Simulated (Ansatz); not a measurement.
The same ligand exchange along the group B, Al, Ga.

Gas-phase electronic energies from Ansatz, PBE0-D4/def2-TZVP geometries. CBS: MP2 limit from def2 TZ/QZ plus the TZ coupled-cluster correction, frozen cores. This one scheme is used for every species. Functionals use def2-TZVPP. For Ga outer-core shells are correlated without core-valence functions, which leaves a few kJ/mol of doubt a bond. Scalar relativity is left out up to krypton. One conformer a species, not always the lowest.

| reaction | PBE0-D4 (kJ/mol) | ωB97X-V (kJ/mol) | ωB97M-V (kJ/mol) | CCSD(T)/CBS(def2) (kJ/mol) |
| --- | --- | --- | --- | --- |
| `SBS` + CH₃NH₂ → `CNBS` + H₂S | -44 | -49 | -50 | -48 |
| `[SH][AlH][SH]` + CH₃NH₂ → `C[NH][AlH][SH]` + H₂S | 30 | 24 | 23 | 24 |
| `[SH][GaH][SH]` + CH₃NH₂ → `C[NH][GaH][SH]` + H₂S | 57 | 50 | 52 | 48 |

Largest T1 diagnostic: 0.014, for `SBS`.
